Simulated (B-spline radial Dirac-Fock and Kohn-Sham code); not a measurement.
X-ray form factors of calcium in several charge states

The computed values come from a radial B-spline solver: Dirac-Fock orbitals of the configuration average with a finite nucleus.

Configurations: Ca⁷⁺ [Ne] 3s2 3p1; Ca¹⁰⁺ [He] 2s2 2p6; Ca¹²⁺ [He] 2s2 2p4; Ca¹³⁺ [He] 2s2 2p3; Ca¹⁴⁺ [He] 2s2 2p2. The first column is f₀ of Ca⁷⁺, the others are differences from it.

```tsv
s (Å⁻¹)	Ca⁷⁺	Δ Ca¹⁰⁺	Δ Ca¹²⁺	Δ Ca¹³⁺	Δ Ca¹⁴⁺
0	13.000	-3.000	-5.000	-6.000	-7.000
0.1	12.659	-2.738	-4.714	-5.704	-6.695
0.2	11.760	-2.070	-3.976	-4.936	-5.899
0.3	10.586	-1.265	-3.060	-3.972	-4.892
0.4	9.414	-0.577	-2.229	-3.078	-3.941
0.5	8.397	-0.130	-1.618	-2.394	-3.189
0.7	6.861	+0.124	-1.011	-1.625	-2.268
0.9	5.674	+0.021	-0.784	-1.240	-1.730
1.1	4.618	-0.072	-0.609	-0.929	-1.283
1.4	3.313	-0.084	-0.351	-0.523	-0.723
```
